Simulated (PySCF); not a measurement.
Computed with ωB97X-D3(BJ)/def2-TZVP // B3LYP-D3(BJ)/def2-TZVP (PySCF 2.14.0). Isolated molecules, 0 K electronic values unless said otherwise. 

Reference species (SMILES): `Cl[B]Cl` (neutral, multiplicity 2).

```
Item                             Result
-----------------------------  --------
highest occupied spin orbital  -8.76 eV
dipole moment                    0.28 D
```

Changed species: `[BH2]` (radical fragment; the reference has radical fragment).

Predict the effect on the highest occupied spin orbital and dipole moment.

the highest occupied spin orbital rises by 0.26 eV, to -8.50 eV; the dipole moment rises by 0.26 D, to 0.54 D.
